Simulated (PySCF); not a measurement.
## How methods differ on the excitation energy of Ge

Ge [Ar] 3d10 4s2 4p2 (3P) → Ge [Ar] 3d10 4s2 4p1 5s1 (3P), as a difference of total energies. Calculation: PySCF 2.14, in aug-cc-pVTZ-PP with ECP10MDF; a scalar-relativistic core potential. Correlated levels: valence: 3s2 3p6 3d10 frozen. The calculations carry no spin-orbit coupling.

```csv
method,excitation energy (eV)
UHF,4.482
MP2 (valence),4.641
SCS-MP2 (valence),4.614
CCSD (valence),4.637
CCSD(T) (valence),4.646
```

Q: How much does correlation contribute at CCSD(T) (valence)?

A: 4.646 − (4.482) = 0.164 eV, measured against UHF.

Errors of the correlated levels include the incompleteness of this basis and the frozen core.

For comparison: 4.648 eV (measured; NIST levels, between the centres of gravity of the two terms).
